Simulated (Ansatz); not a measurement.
`[Cl][Sn]([Cl])([Cl])[Br]` → Cl₂ + `[Cl][Sn][Br]` at 298.15 K and 1 bar (stannylene formation by 1,1-elimination).

Gas-phase electronic energies from Ansatz, PBE0-D4/def2-TZVP geometries. CCSD(T)/CBS is the MP2 limit (def2-TZVPP, def2-QZVPP) plus CCSD(T) − MP2 in def2-TZVPP, frozen cores. This one scheme is used for every species. def2 core potentials past Kr. For Br, Sn outer-core shells are correlated without core-valence functions, which leaves a few kJ/mol of doubt a bond. Scalar relativity is left out up to krypton.

```json
{"species": "`[Cl][Sn]([Cl])([Cl])[Br]`", "CCSD(T)/CBS energy (Eh)": "-4166.86464", "H − E (kJ/mol)": "34.9", "S (J/(mol·K))": "390.9"}
{"species": "Cl₂", "CCSD(T)/CBS energy (Eh)": "-919.51390", "H − E (kJ/mol)": "12.6", "S (J/(mol·K))": "222.8"}
{"species": "`[Cl][Sn][Br]`", "CCSD(T)/CBS energy (Eh)": "-3247.23683", "H − E (kJ/mol)": "18.2", "S (J/(mol·K))": "323.1"}
```

H − E and S are ideal-gas, rigid-rotor, harmonic terms from PBE0-D4/def2-TZVP. 1 Eh = 2625.50 kJ/mol, R = 8.31446 J/(mol·K).

Task: By hand: ΔE, ΔH, ΔS and ΔG.

Result: ΔE = (-919.51390) + (-3247.23683) − (-4166.86464) = 0.11391 Eh = 299.1 kJ/mol. Δ(H − E) = 12.6 + 18.2 − 34.9 = -4.1, so ΔH = 295.0 kJ/mol. ΔS = 222.8 + 323.1 − 390.9 = 155.0 J/(mol·K). ΔG = 295.0 − 298.15 × (155.0)/1000 = 248.8 kJ/mol.

Task: By hand: the equilibrium constant, and the temperature at which ΔG would vanish if ΔH and ΔS stayed fixed.

Result: log₁₀ K = −ΔG/(RT ln 10) = -43.6. ΔG = 0 at ΔH/ΔS = 1903 K.

The number of gas molecules changes by +1, which sets the sign of ΔS. A doubt of 5 kJ/mol in ΔE shifts log₁₀ K by 0.9 here. These are equilibria of isolated gas molecules and say nothing of rates. Largest T1 diagnostic: 0.012 (customary marks: 0.02 for closed shells, 0.045 for open ones).
